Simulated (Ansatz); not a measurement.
`F[Si@H]1C[C@@H]1Cl` at its PBE0-D4/def2-TZVP geometry, where that method's forces vanish. Charge 0, multiplicity 1.

```xyz
9

F    -0.8250   -0.0367    2.2815
Si   -0.6989    0.4211    0.7623
C     0.9075    0.3562   -0.1036
C    -0.1054   -0.7635   -0.5013
Cl   -0.6853   -0.7641   -2.1635
H    -1.7104    1.4418    0.4499
H     1.8267    0.0016    0.3529
H     1.0865    1.1048   -0.8711
H     0.2044   -1.7610   -0.2071
```

(1) What forces (eV/Å) does PBE-D4/def2-TZVPP give on these atoms in Ansatz? (Best estimate.)

Answers

(1) Ansatz gave: 
```
F1  -0.050 -0.185  0.660
Si2 -0.152  0.223 -0.245
C3   0.138  0.043 -0.015
C4   0.009 -0.080 -0.007
Cl5 -0.125 -0.019 -0.354
H6  -0.121  0.135 -0.061
H7   0.193 -0.060  0.087
H8   0.046  0.158 -0.139
H9   0.061 -0.215  0.074
```
